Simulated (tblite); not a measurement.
Species: C₅H₄F₄O₂.
Atom-mapped SMILES: `[F:1]/[CH:2]=[CH:3]\[O:4]/[CH:5]=[C:6](/[F:7])[O:8][CH:9]([F:10])[F:11]` (hydrogens: H12 on C2; H13 on C3; H14 on C5; H15 on C9)

Computed with GFN2-xTB (tblite), gas phase: L-BFGS steps from a force-field or distance-geometry start until the largest atomic force falls under 0.01 eV/Å.

Step 95: E = -1081.6989 eV
```
atom  x, y, z in Å  |  force x, y, z in eV/Å
F1      2.8923    1.3753    0.3886   -0.024  -0.050   0.002
C2      3.1836    0.2398   -0.2784   -0.031   0.007   0.028
C3      2.3149   -0.7247   -0.5544    0.001  -0.014  -0.001
O4      0.9921   -0.8427   -0.2817    0.004   0.012   0.002
C5      0.4074   -0.0121    0.6246    0.021   0.015  -0.003
C6     -0.8794    0.3113    0.5427   -0.002   0.009  -0.010
F7     -1.4427    1.0542    1.5140    0.010  -0.007   0.002
O8     -1.7132   -0.0249   -0.4781    0.002   0.000  -0.002
C9     -3.0605   -0.0529   -0.2797    0.005  -0.005  -0.019
F10    -3.5251   -1.2954   -0.5175    0.020   0.015   0.019
F11    -3.6537    0.7422   -1.1866   -0.012  -0.007   0.009
H12     4.2183    0.1921   -0.5749   -0.009   0.018   0.005
H13     2.6633   -1.5796   -1.1157   -0.023   0.005   0.000
H14     0.9916    0.3695    1.4498    0.027   0.009  -0.020
H15    -3.3937    0.2561    0.7256    0.010  -0.008  -0.013
```

Step 96: E = -1081.6992 eV
```
atom  x, y, z in Å  |  force x, y, z in eV/Å
F1      2.9017    1.3679    0.4009   -0.029  -0.031   0.011
C2      3.1864    0.2370   -0.2757   -0.017   0.013   0.027
C3      2.3133   -0.7213   -0.5574   -0.018  -0.027   0.001
O4      0.9905   -0.8377   -0.2836    0.011   0.005  -0.005
C5      0.4066   -0.0082    0.6241    0.024   0.012  -0.003
C6     -0.8810    0.3122    0.5436    0.000   0.021  -0.014
F7     -1.4453    1.0574    1.5126    0.013  -0.017   0.000
O8     -1.7135   -0.0266   -0.4777    0.003   0.003  -0.001
C9     -3.0607   -0.0546   -0.2801    0.003  -0.007  -0.007
F10    -3.5243   -1.2993   -0.5076    0.016   0.011   0.001
F11    -3.6539    0.7345   -1.1921   -0.013  -0.017   0.009
H12     4.2201    0.1875   -0.5749   -0.005   0.017   0.004
H13     2.6583   -1.5729   -1.1252   -0.024  -0.005  -0.007
H14     0.9919    0.3730    1.4483    0.027   0.016  -0.014
H15    -3.3948    0.2593    0.7231    0.008   0.007  -0.004
```

Step 97: E = -1081.6997 eV
```
atom  x, y, z in Å  |  force x, y, z in eV/Å
F1      2.9146    1.3566    0.4212   -0.033  -0.017   0.013
C2      3.1899    0.2333   -0.2711   -0.004   0.008   0.022
C3      2.3110   -0.7169   -0.5615   -0.020  -0.030   0.003
O4      0.9885   -0.8310   -0.2864    0.008  -0.010  -0.009
C5      0.4057   -0.0035    0.6234    0.030   0.010  -0.008
C6     -0.8827    0.3140    0.5434   -0.001   0.033  -0.019
F7     -1.4481    1.0624    1.5089    0.012  -0.022   0.008
O8     -1.7138   -0.0285   -0.4779    0.005   0.006   0.001
C9     -3.0609   -0.0572   -0.2805   -0.005  -0.005   0.028
F10    -3.5224   -1.3054   -0.4933    0.012   0.016  -0.019
F11    -3.6552    0.7231   -1.1991   -0.015  -0.032   0.004
H12     4.2219    0.1824   -0.5765   -0.007   0.015   0.010
H13     2.6506   -1.5640   -1.1387   -0.022  -0.009  -0.014
H14     0.9923    0.3778    1.4461    0.025   0.024  -0.005
H15    -3.3960    0.2651    0.7202    0.015   0.012  -0.014
```

Step 98: E = -1081.7002 eV
```
atom  x, y, z in Å  |  force x, y, z in eV/Å
F1      2.9267    1.3425    0.4449   -0.035   0.013   0.022
C2      3.1942    0.2290   -0.2646    0.008  -0.010   0.007
C3      2.3095   -0.7123   -0.5666   -0.010  -0.028   0.007
O4      0.9871   -0.8238   -0.2923   -0.001  -0.024  -0.012
C5      0.4051    0.0010    0.6201    0.015   0.016  -0.012
C6     -0.8844    0.3153    0.5419    0.014   0.042  -0.020
F7     -1.4498    1.0655    1.5059    0.013  -0.023   0.017
O8     -1.7156   -0.0283   -0.4790    0.000   0.006  -0.001
C9     -3.0623   -0.0587   -0.2799   -0.015  -0.009   0.033
F10    -3.5201   -1.3120   -0.4737    0.010   0.028  -0.037
F11    -3.6594    0.7086   -1.2078   -0.007  -0.057   0.014
H12     4.2248    0.1780   -0.5752   -0.013   0.011   0.018
H13     2.6444   -1.5544   -1.1530   -0.017  -0.015  -0.028
H14     0.9936    0.3836    1.4405    0.019   0.026   0.004
H15    -3.3984    0.2741    0.7170    0.021   0.023  -0.012
```

**Question.** Estimate the geometry and energy of step 99. (The exact step hangs on the optimiser's Hessian estimate; all steps are aligned on step 98, rigid shifts and turns removed.)

**Answer.** E = -1081.7010 eV, largest force 0.083 eV/Å
```
atom  x, y, z in Å  |  force x, y, z in eV/Å
F1      2.9487    1.3175    0.4902   -0.025  -0.019  -0.014
C2      3.2015    0.2210   -0.2527    0.001  -0.014   0.006
C3      2.3066   -0.7042   -0.5763    0.028  -0.018   0.012
O4      0.9849   -0.8118   -0.3017   -0.013  -0.043  -0.019
C5      0.4041    0.0092    0.6143    0.007   0.025  -0.015
C6     -0.8867    0.3188    0.5384    0.020   0.055  -0.022
F7     -1.4524    1.0714    1.4998    0.012  -0.020   0.035
O8     -1.7185   -0.0273   -0.4810   -0.003   0.004  -0.001
C9     -3.0645   -0.0624   -0.2783   -0.032  -0.006   0.053
F10    -3.5149   -1.3239   -0.4389    0.007   0.045  -0.053
F11    -3.6671    0.6800   -1.2226   -0.004  -0.081   0.017
H12     4.2297    0.1691   -0.5725   -0.027   0.014   0.035
H13     2.6320   -1.5371   -1.1822   -0.017   0.013  -0.023
H14     0.9949    0.3958    1.4308    0.013   0.025   0.014
H15    -3.4028    0.2919    0.7111    0.035   0.020  -0.025
```

The energy changes by -0.0008 eV. The first-order estimate −F·Δx gives -0.0012 eV and the mean of the old and new forces, exact on a quadratic surface, -0.0008 eV. The step makes an angle of 85° with the force vector and moves no atom by more than 0.056 Å.

What follows is the cost of the whole relaxation. On one thread, Arm Neoverse N1 (aarch64), shared host with 64 logical CPUs at a one-minute load of 59, this took 1.9 s.
